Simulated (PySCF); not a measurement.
## Correlation energy of I⁺ (iodine, charge +1)

[Kr] 4d10 5s2 5p4, high-spin 3P determinant. Calculation: PySCF 2.14, in dyall-av2z (22s16p12d, 130 functions); no relativity, point nucleus. Frozen: [Kr] 4d10; 6 electrons correlated; the 62 highest virtual orbitals of each spin left out.

```
  level  correlation energy (mhartree)
   CCSD                         -84.45
    (T)                          -1.37
CCSD(T)                         -85.82
```

Diagnostics: T1 = 0.0079, D1 = 0.0261, largest double amplitude 0.045.

A non-relativistic calculation at this Z misses sizeable relativistic shifts.

Cost of the coupled-cluster step: roughly 6 core-seconds, for 6 correlated electrons.
